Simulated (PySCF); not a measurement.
# Trend along group 13: MN cations

PBE0 with double-zeta basis sets in PySCF, for the lowest determinant that a PBE0 search found; no spin–orbit coupling. De refers to high-spin ground-configuration atoms (the charge goes to the atom of lower measured ionisation energy or higher electron affinity, which is not always the lowest computed limit). A positive dipole points towards N; it is taken about the centre of mass and depends on that origin.

```tsv
M	basis	charged atom	state (unpaired electrons)	Re (Å)	ωe (cm⁻¹)	De (eV)	μ (D)
B	aug-pcseg-1	B+	quartet (σ ↑, π ↑↑)	1.437	1167	2.16	-2.83
Al	aug-cc-pV(D+d)Z/aug-cc-pVDZ	Al+	quartet (σ ↑, π ↑↑)	2.107	275	0.35	-2.65
Ga	pcseg-1	Ga+	quartet (σ ↑, π ↑↑)	2.663	115	0.16	-1.03
In	cc-pVDZ-PP/cc-pVDZ	In+	quartet (σ ↑, π ↑↑)	2.859	114	0.17	-0.43
Tl	aug-cc-pVDZ-PP/aug-cc-pVDZ	Tl+	quartet (σ ↑, π ↑↑)	3.039	95.8	n/a	-0.01
```

Problem. By what factor does the harmonic wavenumber vary along the series?

Solution. At PBE0 it runs from 114 cm⁻¹ (InN⁺) to 1167 cm⁻¹ (BN⁺), a factor of 10.2.

The rows differ in basis set, which adds steps of its own.

Down a group the atoms grow and get heavier, so bonds lengthen and wavenumbers fall; this series shows no clear exception.

Weak bonds: AlN⁺, GaN⁺, InN⁺. Basis-set superposition, not corrected here, can be much of De in a small basis, most of all at correlated wavefunction levels. These are scalar-relativistic numbers at best; spin–orbit coupling would shift them, the dissociation energy most. For an ion De counts to the pair picked by the measured ionisation energies or electron affinities, which need not be the lowest pair at this level. States were picked by a PBE0 search and need not be the measured ground states.
